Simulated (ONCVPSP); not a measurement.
Before and after: ONCV potential for Cu

- Element: Cu (Z = 29)
- Generator: ONCVPSP 4.0.1
- Type: optimised norm-conserving Vanderbilt (ONCV)
- Functional: PW91
- Relativity: scalar-relativistic
- Frozen core: [Ne]
- Valence charge: 19
- Reference configuration: 3s2 3p6 3d9 4s2
- Partial waves: 3s+4s: rc 1.40 bohr, ncon 3, nbas 6, qcut 6.9 1/bohr, 3 projectors, debl 3.5 Ha; 3p: rc 0.70 bohr, ncon 4, nbas 7, qcut 12.9 1/bohr, 2 projectors, debl 2.1 Ha; 3d: rc 1.50 bohr, ncon 3, nbas 8, qcut 12.7 1/bohr, 2 projectors, debl 3.9 Ha
- Local potential: polynomial inside 0.55 bohr (lpopt 5, dvloc0 0 Ha)
- Core correction: Teter function, fcfact 1.75, rcfact 1.45

In the p channel the program set the typed energies aside and used -2.843, 0.250 Ha.

Change: p: rc 0.96.

Cutoffs: the cutoffs (Ha) at which the residual kinetic energy of the hardest occupied pseudo-wave falls to 1 and 0.1 mHa per electron; they do not see the model core or the augmentation charge, which bear on the density cutoff. Errors are all-electron minus pseudo energies relative to the spin-unpolarised reference configuration.

Question: What does the change do?

Answer: The potential gets softer (84 Ha and 256 Ha → 55 Ha and 62 Ha); the errors of the 4 common tests hardly move; neither file shows a bound ghost. A larger radius leaves more room for a smooth pseudo-wave, so fewer plane waves are needed.

```tsv
quantity	base	changed
cutoff, loose	84 Ha	55 Ha
cutoff, tight	256 Ha	62 Ha
loose cutoff by channel	s 17 Ha, p 84 Ha, d 55 Ha	s 17 Ha, p 45 Ha, d 55 Ha
bound ghosts	none	none
GHOST(+) flags under 300 eV	none	none
error for 3s2 3p6 3d10 4s1, meV [ΔE -1.99 eV]	+22	+22
error for 3s2 3p6 3d10 4s0, meV [ΔE 6.21 eV]	+47	+47
error for 3s2 3p6 3d9 4s0, meV [ΔE 27.65 eV]	+5.7	+5.7
error for 3s2 3p6 3d9 4s1 4p1, meV [ΔE 4.87 eV]	0.0	0.0
s: phases at 1.42 bohr within 0.05 rad from the reference energy up to (Ha; the scan ends near 5)	to the end of the scan	to the end of the scan
d: phases at 1.52 bohr within 0.05 rad from the reference energy up to (Ha; the scan ends near 5)	to the end of the scan	to the end of the scan
rms error of d²Exc/dni dnj with the model core, mHa	1.22	1.09
```
